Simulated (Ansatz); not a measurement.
Reaction (formal exchange of groups at the Si–Si bond): `N=CC[SiH2][SiH3]` + `O[SiH3]` → `O[SiH2][SiH3]` + `N=CC[SiH3]`

Program: Ansatz. Geometries: PBE0-D4/def2-TZVP. ΔE: electronic, gas phase. CCSD(T)/CBS adds triple-zeta CCSD(T) − MP2 to the extrapolated MP2 energy (def2 sets, frozen cores). Functionals use def2-TZVPP. Each species was taken in one conformer, which may not be the lowest.

`N=CC[SiH2][SiH3]`:

Z-matrix (Å, degrees):
```
C
C 1 1.490
Si 1 1.899 2 111.1
H 1 1.094 2 110.9 3 -120.4
H 1 1.095 2 110.7 3 119.2
N 2 1.265 1 128.0 3 100.6
H 2 1.095 1 115.4 3 -77.1
Si 3 2.341 1 110.6 2 -59.4
H 3 1.490 1 109.2 2 61.9
H 3 1.489 1 108.5 2 179.5
H 6 1.023 2 110.9 1 2.3
H 8 1.489 3 109.6 1 -50.0
H 8 1.488 3 109.9 1 -169.2
H 8 1.486 3 110.9 1 70.1
```

`O[SiH3]`:

Cartesian coordinates in Å:
```
O -0.489 -1.104 0.428
Si -0.013 0.383 -0.095
H 0.158 -1.810 0.422
H 1.099 0.927 0.732
H -1.202 1.257 0.025
H 0.447 0.347 -1.511
```

`O[SiH2][SiH3]`:

Z-matrix (Å, degrees):
```
Si
Si 1 2.347
O 1 1.654 2 112.4
H 1 1.484 2 110.6 3 117.6
H 1 1.493 2 108.5 3 -123.5
H 2 1.489 1 110.0 3 177.8
H 2 1.491 1 110.1 3 58.6
H 2 1.488 1 111.4 3 -61.5
H 3 0.958 1 117.6 2 -58.8
```

`N=CC[SiH3]`:

Z-matrix (Å, degrees):
```
C
C 1 1.491
Si 1 1.891 2 111.3
H 1 1.095 2 110.4 3 119.0
H 1 1.094 2 111.0 3 -121.0
N 2 1.264 1 128.1 3 101.6
H 2 1.095 1 115.2 3 -76.4
H 3 1.485 1 109.6 2 -64.5
H 3 1.487 1 109.6 2 175.3
H 3 1.486 1 109.8 2 55.5
H 6 1.023 2 110.9 1 1.7
```

Is it downhill or uphill in electronic energy at CCSD(T)/CBS, and by how much? (Estimate.)

Ansatz gave: Uphill: ΔE = +0.09 eV.

What do these levels give: PBE-D4, PBE, SCS-MP2/def2-TZVPP, MP2/def2-QZVPP, HF/CBS(def2), CCSD/CBS(def2)? (An estimate is asked.)

Computed: PBE-D4 0.06, PBE 0.03, SCS-MP2/def2-TZVPP 0.09, MP2/def2-QZVPP 0.11, HF/CBS(def2) 0.04, CCSD/CBS(def2) 0.08 eV.

Largest T1 diagnostic among the species: 0.013.

In def2-TZVPP, CCSD(T) changes the Hartree–Fock value by +0.05 eV (the triples alone add +0.01 eV) and MP2 by +0.06 eV. The D4 term adds +0.05 eV with B3LYP and +0.03 eV with PBE0; it sums over pairs of atoms, weighted by their polarisabilities, and B3LYP, whose exchange is more repulsive, gets the larger term.

B3LYP here is the variant with VWN-RPA as its local correlation; programs differ in this.
